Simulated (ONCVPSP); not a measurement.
Tl (Z = 81): variants of one ONCV potential

Base potential:

ONCVPSP 4.0.1 input, shortened (lines: element, Z, core and valence counts, functional; n l f; lmax; l rc ep ncon nbas qcut; lloc lpopt rc5 dvloc0; l nproj debl; icmod fcfact rcfact), LDA (Perdew-Wang 92), scalar-relativistic:

```
  Tl 81.00   10    5  -001012      upf
    1    0    2.00
    2    0    2.00
    2    1    6.00
    3    0    2.00
    3    1    6.00
    3    2   10.00
    4    0    2.00
    4    1    6.00
    4    2   10.00
    4    3   14.00
    5    0    2.00
    5    1    6.00
    5    2   10.00
    6    0    2.00
    6    1    1.00
    2
    0    1.25    0.00    4    8    8.30
    1    1.95    0.00    4    7    6.90
    2    1.20    0.00    4    9    6.80
    4    3    0.80    3.00
    0    2    1.30
    1    2    2.20
    2    2    2.60
    1    0.25    0.00
```

Cutoffs, loose and tight: the cutoffs (Ha) at which the residual kinetic energy of the hardest occupied pseudo-wave falls to 1 and 0.1 mHa per electron. They do not see the model core or the augmentation charge, which bear on the density cutoff. Test errors are all-electron minus pseudo excitation energies from the reference, over the configurations 5s2 5p6 5d10 6s2 6p0; 5s2 5p6 5d10 6s1 6p0; 5s2 5p6 5d10 6s0 6p0; 5s2 5p6 5d9 6s2 6p1. A dash means not determined; rows that change the core or the reference have their own tests. The largest error is taken over the tests solved by every variant that gives reliable tests at all: 5s2 5p6 5d10 6s1 6p0; 5s2 5p6 5d10 6s2 6p0; 5s2 5p6 5d9 6s2 6p1.

A true bound ghost makes a file unfit for plane-wave use even where its test errors are small: the radial tests pick states by their node count and pass the ghost by.

| change | outcome | cutoff, loose | cutoff, tight | bound ghosts | GHOST(+) flags above zero | largest test error (meV) |
| --- | --- | --- | --- | --- | --- | --- |
| base | generated | 31 Ha | 73 Ha | none | s | -11 |
| all radii but the core radius scaled by about 0.80 (s 1.00, p 1.56, d 0.96 bohr); local potential polynomial inside 0.64 bohr (lpopt 3, dvloc0 3 Ha) | failed: ERROR pspot: first pseudo wave function has node, program will stop | – | – | – | – | – |
| all radii but the core radius scaled by about 1.20 (s 1.50, p 2.36, d 1.44 bohr); local potential polynomial inside 0.96 bohr (lpopt 3, dvloc0 3 Ha) | generated | 26 Ha | 47 Ha | p | s | -12 |
| all radii but the core radius scaled by about 1.31 (s 1.64, p 2.56, d 1.58 bohr); local potential polynomial inside 1.06 bohr (lpopt 3, dvloc0 3 Ha) | generated | 23 Ha | 47 Ha | none | none | -14 |

Task: What comes out with this change to the base: all radii but the core radius scaled by about 0.91 (s 1.14, p 1.78, d 1.10 bohr); local potential polynomial inside 0.74 bohr (lpopt 3, dvloc0 3 Ha)?

Result: outcome: generated; cutoff, loose: 37 Ha; cutoff, tight: 126 Ha; bound ghosts: s; GHOST(+) flags above zero: none; largest test error (meV): -9.0.

Task: What comes out with this change to the base: all radii but the core radius scaled by about 1.12 (s 1.40, p 2.18, d 1.34 bohr); local potential polynomial inside 0.90 bohr (lpopt 3, dvloc0 3 Ha)?

Result: outcome: generated; cutoff, loose: 28 Ha; cutoff, tight: 38 Ha; bound ghosts: none; GHOST(+) flags above zero: s; largest test error (meV): -12.

Reading the sweep of the scale of all radii but the core radius (base = 1) (base included, trends over the rows without a ghost): Bound ghosts are found at 0.91, 1.2. The generation fails at 0.8.
